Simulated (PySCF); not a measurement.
Bromine: a sound run and one with changed settings

Sound run: Br [Ar] 3d10 4s2 4p5, Br⁺ [Ar] 3d10 4s2 4p4. Calculation: PySCF 2.14, in jorge-DZP-DKH; scalar relativity by spin-free X2C-1e. The sound run starts from symmetry-adapted Hartree-Fock orbitals and uses a fine grid where one is needed.

Changed run: 6 angular points. This setting is unsound on purpose.

| species | method | sound run (hartree) | changed run (hartree) | converged |
| --- | --- | --- | --- | --- |
| Br | UHF | -2604.27153 | -2604.27153 | yes |
| Br | TPSS | -2605.98133 | -2611.40377 | yes |
| Br | PBE0 | -2605.77790 | -2608.55364 | yes |
| Br⁺ | UHF | -2603.87640 | -2603.87640 | yes |
| Br⁺ | TPSS | -2605.54781 | -2610.96650 | yes |
| Br⁺ | PBE0 | -2605.34493 | -2608.11803 | yes |

Ionisation energy of Br:

```csv
method,sound run (eV),changed run (eV)
UHF,10.752,10.752
TPSS,11.797,11.899
PBE0,11.782,11.854
```

A coarse angular grid integrates products of high-l functions wrongly, so density functionals can shift, and the SCF can exploit the error; Hartree-Fock and MP2 need no grid.

For comparison, NIST gives 11.814 eV between the lowest levels.
